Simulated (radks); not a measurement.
Task: Pm VII, configuration [Kr] 4d10 4f3 5s2 5p4. Calculated with a radial shooting solver on a logarithmic mesh with Libxc functionals: scalar-relativistic Kohn-Sham, PBE, spin-polarised, spherical densities, finite nucleus; open shells are filled with parallel spins first (spin-orbit coupling, left out, can overturn this in heavy ions); Fermi nuclear charge, rms radius 4.962 fm. Some entries of the table are withheld. Estimate them.

orbital,occ.,eigenvalue (Ry),r(max) (bohr)
1s up,1,-3315.043,0.01479
1s down,1,-3315.030,0.01479
2s up,1,-544.3169,0.08380
2s down,1,-544.3094,0.08380
2p up,3,-486.7927,0.06762
2p down,3,-486.7813,0.06762
3s up,1,-123.7877,0.2386
3s down,1,-123.6957,0.2386
3p up,3,-105.7218,0.2338
3p down,3,-105.6287,0.2338
3d up,5,-80.93860,0.1919
3d down,5,-80.86456,0.1918
4s up,1,-29.71873,0.5510
4s down,1,-29.49097,0.5510
4p up,3,-23.75769,0.5746
4p down,3,-23.52983,0.5745
4d up,5,(1),0.5993
4d down,5,(2),0.5991
5s up,1,-8.54518,1.237
5s down,1,-8.27117,1.238
5p up,3,-6.87623,(3)
5p down,1,-6.62034,(4)
4f up,3,-6.20702,0.6109
4f down,0,-5.95715,0.6103

Result: 
(1) 4d up eigenvalue (Ry): -15.32435
(2) 4d down eigenvalue (Ry): -15.09176
(3) 5p up r(max) (bohr): 1.362
(4) 5p down r(max) (bohr): 1.367
